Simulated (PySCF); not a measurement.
CBr4, triplet, at the geometry of the source list (a higher spin typed on purpose: for a closed-shell molecule this is an excited state). Base run: DF-B3LYP/pcseg-1 run with PySCF.

Input for PySCF:
```python
from pyscf import gto, scf, dft

mol = gto.Mole()
mol.atom = '''
    Br    1.88530000   -0.43270000   -0.15840000
    C    -0.00000000   -0.00000000   -0.00000000
    Br   -0.26770000    1.88070000   -0.39740000
    Br   -0.59920000   -0.37070000    1.80840000
    Br   -1.01850000   -1.07720000   -1.25260000
'''
mol.basis = 'pcseg-1'
mol.spin = 2
mol.verbose = 4
mol.build()

mf = dft.UKS(mol)
mf.xc = 'b3lyp'
mf = mf.density_fit(auxbasis='def2-universal-jkfit')
mf.kernel()
mf.analyze()
```

The base run was repeated with changes; each row names its change, and settings that it needs were set with it.

```
change                                     E (Eh)  HOMO (eV)  dipole (D)  <S^2>  core-seconds (rough)                outcome
-----------------------------------  ------------  ---------  ----------  -----  --------------------  ---------------------
base                                 -10333.47305      -4.19        0.00  2.002                    60              converged
functional = wb97x_v                            -          -           -      -                     -  cut at the time limit
functional = tpss                               -          -           -      -                     -          not converged
functional = b3lyp; dispersion = d4  -10333.49107      -4.19        0.00  2.002                    60              converged
functional = camb3lyp                           -          -           -      -                     -          not converged
functional = pbe; dispersion = d3bj             -          -           -      -                     -          not converged
functional = mn15                    -10334.91332      -4.76        0.99  2.006                   100              converged
functional = bhandhlyp               -10333.21730      -5.34        1.41  2.009                    90              converged
```

Total energies compare only within one method and basis.

Open shells are given as the SCF converged; they aren't shown to be the lowest states, and a large step between rows can be another state.
